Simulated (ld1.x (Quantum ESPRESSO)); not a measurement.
**Which change was made? (Sn, ultrasoft)**

ld1.x (Quantum ESPRESSO) 7.5 input, shortened:

```
&input
   title='Sn', zed=50., rel=1, dft='PBE', iswitch=3,
   config='[Kr] 4d10 5s1.75 5p2.25'
 /
 &inputp
   pseudotype=3, tm=.true., lloc=-1, rcloc=1.50,
   nlcc=.true.
 /
6
4S  1  0   2.00   0.00  1.15  1.35  0.0
5S  2  0   1.75   0.00  1.15  1.35  0.0
4P  2  1   6.00   0.00  1.30  1.60  0.0
5P  3  1   2.25   0.00  1.30  1.60  0.0
4D  3  2  10.00   0.00  1.05  1.35  0.0
4D  3  2   0.00  -1.00  1.05  1.35  0.0
 &test
   configts(1)='4s2 4p6 4d10 5s1.75 5p2.25'
 /
```

Cutoffs, loose and tight: the cutoffs (Ry, on a coarse ladder) from which the occupation-weighted sum of valence levels, in a spherical-Bessel basis at the reference potential, stays within 10 and 1 mRy of its value at 400 Ry. They do not see the model core or the augmentation charge, which bear on the density cutoff. Test errors are all-electron minus pseudo excitation energies from the reference, over the configurations 4s2 4p6 4d10 5s2 5p2; 4s2 4p6 4d10 5s2 5p1; 4s2 4p6 4d10 5s2 5p0; 4s2 4p6 4d9 5s2 5p2; 4s2 4p6 4d10 5s1 5p0; 4s2 4p6 4d10 5s1 5p3; 4s1 4p6 4d10 5s2 5p2; variants that change the core or the reference have their own tests.

The base gives: outcome: generated, overlap not positive; bound ghosts: not determined (overlap not positive); largest test error (meV): +5109.

Question: After one change the result is: outcome: generated, overlap not positive; bound ghosts: not determined (overlap not positive); largest test error (meV): -4841. Which change was it?
A. local potential all-electron potential smoothed inside 1.10 bohr (lloc = -1)
B. all radii but the core radius scaled by about 0.95 (s 1.28, p 1.52, d 1.28 bohr, rcut 1.08/1.24/1.00); local potential all-electron potential smoothed inside 1.42 bohr (lloc = -1)
C. non-relativistic

Answer: A. The others give: all radii but the core radius scaled by about 0.95 (s 1.28, p 1.52, d 1.28 bohr, rcut 1.08/1.24/1.00); local potential all-electron potential smoothed inside 1.42 bohr (lloc = -1) → outcome: generated, overlap not positive; bound ghosts: not determined (overlap not positive); largest test error (meV): -3002 | non-relativistic → outcome: generated, overlap not positive; bound ghosts: not determined (overlap not positive); largest test error (meV): +3543. A file whose overlap is not positive is unfit for use, and its test errors describe a broken file.
